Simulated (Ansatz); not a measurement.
The cluster Al₂Si₂, relaxed as a singlet with RKS PBE-D4/def2-TZVP in Ansatz, starting from the GFN2-xTB geometry. Force threshold 0.02 eV/Å.

At PBE-D4/def2-TZVP a triplet of charge 0 lies 0.30 eV below the restricted singlet, each at its own geometry. The structure comes from a short search, and lower isomers may exist.

Start:

```xyz
4

Al    0.8762   -0.8708   -0.2761
Al   -0.8787    0.8692    0.2746
Si    0.4052    0.9633   -1.7556
Si   -0.4027   -0.9617    1.7570
```

**Question.** Estimate the energy that the relaxation releases and the steps that it takes.

**Answer.** 18.7 kJ/mol, in 5 steps; 4.9 s on 4 threads of Arm Neoverse V2 on a shared host. No frequencies were taken in this run, so the end may be a saddle point.

**Question.** Does the start keep its bonding and symmetry?

**Answer.** By distances, no bond broke or formed. The bond that changes most is Al1–Al2, from 2.53 to 2.42 Å (atoms count from 1). Point group D2h at the start, D2h at the end, both within 0.05 Å.

**Question.** Predict the relaxed structure.

**Answer.** 
```xyz
4

Al    0.837   -0.833   -0.264
Al   -0.841    0.831    0.262
Si    0.430    1.022   -1.862
Si   -0.427   -1.020    1.864
```
Bond lengths (bridged metal pairs left out): 4 × Al–Si 2.48 Å; 1 × Al–Al 2.42 Å.
